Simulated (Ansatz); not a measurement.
Reactions of `PS`.

Calculated with Ansatz (gas phase, PBE0-D4/def2-TZVP geometries, no zero-point term in ΔE). CCSD(T)/CBS adds triple-zeta CCSD(T) − MP2 to the extrapolated MP2 energy (def2 sets, frozen cores). This one scheme is used for every species. def2 core potentials past Kr. For Se, Te outer-core shells are correlated without core-valence functions, which leaves a few kJ/mol of doubt a bond. Scalar relativity is left out up to krypton. One conformer a species, not always the lowest.

Problem. Order these by ΔE at CCSD(T)/CBS, lowest first. (An estimate is asked.)
A. `PS` + H₂Te → `P[TeH]` + H₂S
B. `PS` + `O[SiH2]F` → `F[SiH2]OP` + H₂S
C. `PS` + `[SeH][SiH2][SeH]` → `P[Se][SiH2][SeH]` + H₂S

Solution. A (-30.3 kJ/mol), C (-15.3 kJ/mol), B (+19.4 kJ/mol).

Largest T1 diagnostic: 0.013, for `F[SiH2]OP`.
